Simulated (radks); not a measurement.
Values are calculated unless marked as measured or tabulated.
Br4+, configuration [Ar] 3d10 4s1 4p2 (not the ground configuration). Code: a radial shooting solver on a logarithmic mesh with Libxc functionals. Model: scalar-relativistic Kohn-Sham, BLYP, spin-polarised, spherical densities, finite nucleus; open shells are filled with parallel spins first; Fermi nuclear charge, rms radius 4.1629 fm.

X-ray form factor f0, the Fourier transform of the density (f0(0) = 31):

sin(theta)/lambda (1/angstrom),f0 (electrons)
0.05,30.705
0.1,29.870
0.15,28.628
0.2,27.143
0.25,25.562
0.3,23.985
0.4,21.021
0.5,18.348
0.6,15.940
0.8,11.979
1,9.267
1.25,7.296
1.5,6.221
2,4.916
